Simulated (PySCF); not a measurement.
Compound: C8H10Si.
Numbering: `[cH:1]1[cH:2][cH:3][c:4]([SiH:5]2[CH2:6][CH2:7]2)[cH:8][cH:9]1` (hydrogens: H10 on C1; H11 on C2; H12 on C3; H13 on Si5; H14, H15 on C6; H16, H17 on C7; H18 on C8; H19 on C9)

All values: PBE0/pcSseg-1 and B3LYP/def2-SVPD (PySCF, non-relativistic), on one gas-phase PBE0-D3(BJ)/def2-SVP geometry that isn't relaxed in the solvent. The solvent is an IEF-PCM continuum (Bondi radii, 1.10 Å for H, scaled by 1.2). Specific hydrogen bonds and non-electrostatic terms are outside this model.

Gas phase at PBE0/pcSseg-1: HOMO -6.47 eV, LUMO -0.81 eV, dipole 0.79 D.

Q: What does the continuum do to the energy, the frontier levels and the dipole at PBE0/pcSseg-1 in benzene and methanol?

A: 
```tsv
solvent	ε	E(solvent) − E(gas) (kcal/mol)	polarisation term (kcal/mol)	distortion of the solute (kcal/mol)	HOMO (eV)	LUMO (eV)	dipole (D)
benzene	2.271	-1.49	-1.56	0.07	-6.45	-0.79	0.87
methanol	32.61	-3.58	-3.96	0.38	-6.48	-0.83	0.95
```

The polarisation term is half the interaction of the solute with the surface charges that it induces; the rest is the cost of distorting the solute's density. The sum is the electrostatic part of solvation alone. From benzene to methanol the lowering changes by a factor 2.40, Onsager's factor (ε − 1)/(2ε + 1) by 2.08 and ε itself by 14.4.

Q: Which ESP-fitted charges (PBE0/pcSseg-1) respond most in benzene (means over atoms taken as equivalent)?

A: 
```
  atoms                  environment  gas (e)  solvent (e)  change
H12/H18            aromatic hydrogen   +0.164       +0.173  +0.009
  C2/C9           aromatic CH carbon   -0.224       -0.231  -0.007
    Si5                  SiH silicon   +0.049       +0.042  -0.007
H11/H19            aromatic hydrogen   +0.152       +0.160  +0.008
  C6/C7  sp3 carbon bound to silicon   -0.353       -0.360  -0.007
  C3/C8           aromatic CH carbon   -0.123       -0.130  -0.007
```

Gas phase at B3LYP/def2-SVPD: HOMO -6.24 eV, LUMO -1.00 eV, dipole 0.80 D.

Q: What does the continuum do to the energy, the frontier levels and the dipole at B3LYP/def2-SVPD in benzene?

A: 
| solvent | ε | E(solvent) − E(gas) (kcal/mol) | polarisation term (kcal/mol) | distortion of the solute (kcal/mol) | HOMO (eV) | LUMO (eV) | dipole (D) |
| --- | --- | --- | --- | --- | --- | --- | --- |
| benzene | 2.271 | -1.18 | -1.24 | 0.06 | -6.21 | -0.96 | 0.89 |

Q: How does the static polarisability (B3LYP/def2-SVPD, frozen core, with the continuum's full static response) change?

A: 
```json
{"medium": "gas", "isotropic (au)": "122.0", "principal values (au)": "80.5, 119.6, 165.7", "⟨r²⟩ of the electrons (bohr²)": "1634.6"}
{"medium": "benzene", "isotropic (au)": "142.3", "principal values (au)": "92.6, 141.8, 192.5", "⟨r²⟩ of the electrons (bohr²)": "1634.0"}
```

The isotropic value in benzene is 1.17 times the gas-phase one; no cavity-field correction is applied. ⟨r²⟩ is taken about the centre of nuclear charge.

Shape of the structure used: `[cH:1]1[cH:2][cH:3][c:4]([SiH:5]2[CH2:6][CH2:7]2)[cH:8][cH:9]1`: C3–C4–Si5–C6 -158°.
